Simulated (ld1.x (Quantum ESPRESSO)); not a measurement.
# carbon ultrasoft: all-electron and pseudo phase curves

ld1.x (Quantum ESPRESSO) 7.5 input, shortened:

```
&input
   title='C', zed=6., rel=1, dft='PZ', iswitch=3,
   config='[He] 2s1.5 2p2.5 3d-2'
 /
 &inputp
   pseudotype=3, tm=.true., lloc=-1, rcloc=1.50,
   nlcc=.false.,
   which_augfun='PSQ', rmatch_augfun_nc=.true.
 /
6
2S  1  0   1.50   0.00  1.15  1.35  0.0
2S  1  0   0.00   3.85  1.15  1.35  0.0
2P  2  1   2.50   0.00  1.40  1.55  0.0
2P  2  1   0.00   2.20  1.40  1.55  0.0
3D  3  2  -2.00  -0.20  1.20  1.50  0.0
3D  3  2  -2.00   0.25  1.20  1.50  0.0
 &test
   configts(1)='2s1.5 2p2.5'
 /
```

The phase is arctan(r·u′/u) with u = r·R(r), unwrapped; energies in Ry, scanned from -3 to 5 Ry. A pole is an energy at which the radial function vanishes at the test radius. The pseudo phase is shifted by a multiple of π to meet the all-electron one at the reference energy, and phase errors are pseudo minus all-electron; the curves can meet again beyond the range given. Levels narrower than the energy grid can be missing from the lists of poles.

```json
{"channel": "s", "radius (bohr)": "1.69", "reference energy (Ry)": "-1.02", "poles, all-electron": "1.26", "poles, pseudo": "1.26", "unbroken range about the reference energy with phases within 0.05 rad": "the whole range", "phase error 1 Ry above the reference energy (rad)": "-0.000"}
{"channel": "p", "radius (bohr)": "1.69", "reference energy (Ry)": "-0.41", "poles, all-electron": "1.40", "poles, pseudo": "1.40", "unbroken range about the reference energy with phases within 0.05 rad": "the whole range", "phase error 1 Ry above the reference energy (rad)": "+0.000"}
{"channel": "d", "radius (bohr)": "1.69", "reference energy (Ry)": "-0.20", "poles, all-electron": "none", "poles, pseudo": "none", "unbroken range about the reference energy with phases within 0.05 rad": "the whole range", "phase error 1 Ry above the reference energy (rad)": "-0.000"}
```

Phases in the d channel:

```tsv
E (Ry)	all-electron	pseudo
-3.00	1.287	1.287
-2.76	1.280	1.280
-2.52	1.272	1.272
-2.28	1.263	1.263
-2.04	1.253	1.253
-1.80	1.242	1.242
-1.56	1.231	1.231
-1.32	1.218	1.218
-1.08	1.204	1.204
-0.84	1.189	1.189
-0.60	1.171	1.171
-0.36	1.152	1.152
-0.12	1.129	1.129
0.12	1.104	1.104
0.36	1.074	1.074
0.60	1.040	1.040
0.84	0.999	0.999
1.08	0.950	0.950
1.32	0.890	0.890
1.56	0.816	0.816
1.80	0.723	0.723
2.04	0.605	0.605
2.28	0.456	0.455
2.52	0.269	0.268
2.76	0.047	0.046
3.00	-0.196	-0.197
3.24	-0.433	-0.435
3.48	-0.643	-0.645
3.72	-0.815	-0.817
3.96	-0.952	-0.954
4.20	-1.060	-1.062
4.44	-1.146	-1.148
4.68	-1.215	-1.216
4.92	-1.271	-1.273
```
